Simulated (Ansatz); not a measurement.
Total energies of AsH$_{4}$NS, SMILES `N[AsH]S`.

```
atom   x (Å)   y (Å)   z (Å)
  N1   0.665  -0.125  -1.035
 As2   0.064  -0.701   0.604
  S3  -0.968   1.144   1.353
  H4   1.454  -0.659  -1.370
  H5  -0.021   0.005  -1.763
  H6  -1.299  -1.265   0.196
  H7   0.106   1.603   2.015
```

The species carries charge 0 and has multiplicity 1. Correlated methods include outer-core shells of As, which these sets cover unevenly. Scalar relativity is left out up to krypton. The geometry is a stationary point of PBE0-D4/def2-TZVP. It is one conformer, not always the lowest. Basis def2-TZVPP, the Gaussian-basis code of Ansatz.

RPA on PBE orbitals: Hartree–Fock energy of these orbitals -2688.51196 Eh, correlation -1.07282 Eh (frozen core).

```
             functional  energy without D4 (Eh)  D4 term (kJ/mol)
            LDA (SPW92)             -2686.15152                 –
                    PBE             -2690.70556             -14.3
                 revPBE             -2691.01483             -41.6
                   BLYP             -2691.30487             -31.7
                 r2SCAN             -2691.21261              -3.2
                 B97M-V             -2690.75630                 –
                   PBE0             -2690.80493             -12.0
                  B3LYP             -2691.34364             -23.5
                r2SCANh             -2691.20128              -3.5
                r2SCAN0             -2691.18547              -3.9
HSE06 (plane-wave form)             -2690.79642             -11.3
                  BHLYP             -2691.22471             -19.2
              CAM-B3LYP             -2691.38627             -12.3
                LC-ωPBE             -2690.83059                 –
                ωB97X-V             -2690.99372                 –
                ωB97M-V             -2691.10408                 –
                 B2PLYP             -2690.73489                 –
               PBE-QIDH             -2690.38849                 –
```

B3LYP takes the VWN-RPA correlation (the form of Gaussian; ORCA's B3LYP/G). HSE06 is the plane-wave form, built on full-range PBE exchange. The double hybrids freeze the cores in their second-order part.

LC-ωPBE has ω = 0.4 bohr⁻¹.
